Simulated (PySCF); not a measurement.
CH7FOSi2, SMILES CO[Si@@H](F)[SiH3]. Coordinates come from a PBE-D3(BJ)/def2-SVP optimisation. The structure was generated by enumeration; whether it is a known compound was not checked. One conformer was computed; it need not be the lowest.

### Question
Give the equilibrium geometry at PBE-D3(BJ)/def2-SVP (PySCF confirms it by a frequency run) as bond lengths and angles. (The exact figures need the calculation; the answer reports its results.)

### Answer
Several could match; the one computed here: 
Atoms: C1 O2 Si3 F4 Si5 H6 H7 H8 H9 H10 H11 H12. Bond lengths (Å): C1–O2 1.419, C1–H6 1.115, C1–H7 1.109, C1–H8 1.112, O2–Si3 1.667, Si3–F4 1.646, Si3–Si5 2.344, Si3–H9 1.507, Si5–H10 1.504, Si5–H11 1.505, Si5–H12 1.505. Bond angles (°): O2–C1–H6 112.2, O2–C1–H7 108.7, O2–C1–H8 111.3, H6–C1–H7 108.2, H6–C1–H8 108.2, H7–C1–H8 108.3, C1–O2–Si3 124.6, O2–Si3–F4 110.4, O2–Si3–Si5 105.4, O2–Si3–H9 109.9, F4–Si3–Si5 109.2, F4–Si3–H9 105.5, Si5–Si3–H9 116.4, Si3–Si5–H10 109.7, Si3–Si5–H11 110.2, Si3–Si5–H12 109.6, H10–Si5–H11 109.2, H10–Si5–H12 109.4, H11–Si5–H12 108.8.
